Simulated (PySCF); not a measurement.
Cartesian coordinates (Å):
```xyz
23

W     -0.0804     0.0122     0.4913
O     -0.9273    -1.6489     0.1040
H     -1.7796    -1.8138    -0.3415
C      0.7337    -0.5744     2.3783
H      1.0795    -1.6153     2.1737
H      0.0646    -0.5868     3.2595
H      1.6216     0.0534     2.6092
C      1.7130    -0.4157    -0.6019
H      2.5647     0.2759    -0.4512
H      1.5177    -0.5121    -1.6905
H      1.9905    -1.4256    -0.2164
C     -2.0446     0.6746    -0.2603
H     -2.8409     0.1353     0.3007
H     -2.0609     0.3432    -1.3260
H     -2.2676     1.7555    -0.2322
C     -0.7159     1.5956     1.9013
H     -1.1855     2.4931     1.4568
H      0.1283     1.9230     2.5460
H     -1.4640     1.1037     2.5645
C      0.3750     1.8863    -0.5663
H      1.3125     2.2425    -0.0774
H     -0.3742     2.6963    -0.4951
H      0.6103     1.7071    -1.6372
```
Charge 0, spin multiplicity 1.

Task: Predict the LUMO, dipole moment, HOMO–LUMO gap, HOMO and charge on the central atom (Mulliken) from PySCF 2.14.0 with TPSSh-D3(BJ)/def2-TZVP // BP86-D3(BJ)/def2-SVP.

Result: 
```yaml
LUMO: -2.43 eV
dipole_moment: 1.24 D
HOMO–LUMO gap: 4.12 eV
HOMO: -6.54 eV
charge on the central atom (Mulliken): 1.07 e
```
